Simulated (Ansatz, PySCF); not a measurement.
Process, species as SMILES: CO[Si](Br)(Br)Br + 5 [H][H] (H2) → 3 Br (HBr) + C (CH4) + O (H2O) + [SiH4] (SiH4)
Geometries: B3LYP-D3(BJ)/def2-TZVP minima from Ansatz (a quantum-chemistry and plane-wave program), one conformer each, not searched for the lowest. Frequencies are from Ansatz or PySCF.
Geometry of the first species:
SMILES: CO[Si](Br)(Br)Br
```xyz
9

Si    -0.2451    -0.0137    -0.1955
Br     0.0921    -1.7579     1.1353
Br    -0.0120     1.8328     1.0141
Br     1.1993    -0.0278    -1.8543
O     -1.7181    -0.0785    -0.8501
C     -2.9599    -0.0907    -0.1436
H     -3.7519    -0.1388    -0.8876
H     -3.0199    -0.9629     0.5096
H     -3.0716     0.8185     0.4495
```
Charge 0, spin multiplicity 1.

Quantity: energy of full hydrogenation (enthalpy at 298 K, with B3LYP-D3(BJ) rigid-rotor harmonic-oscillator terms), in kcal/mol. Correlated levels leave the core frozen unless marked. No spin-orbit coupling. Frozen are the shells of the preceding noble gas and the d and f shells that filled before the atom's block. No relativistic terms. CBS marks a two-point X^-3 extrapolation of the correlation energy; Hartree-Fock from the larger set.

CCSD(T)/CBS(def2-TZVPPD,def2-QZVPPD) (Ansatz) gives 50.7 kcal/mol.

Question: Another calculation gave 42.1 kcal/mol. Which level was it?
A. r2SCAN/def2-TZVPD (Ansatz)
B. revPBE/def2-TZVPD (Ansatz)
C. B2PLYP/def2-TZVPD (Ansatz)
D. wB97M-V/def2-TZVPD (Ansatz)

Answer: B, revPBE/def2-TZVPD (Ansatz). The others give 47.8 (B2PLYP), 54.4 (r2SCAN), 50.8 (wB97M-V) kcal/mol.
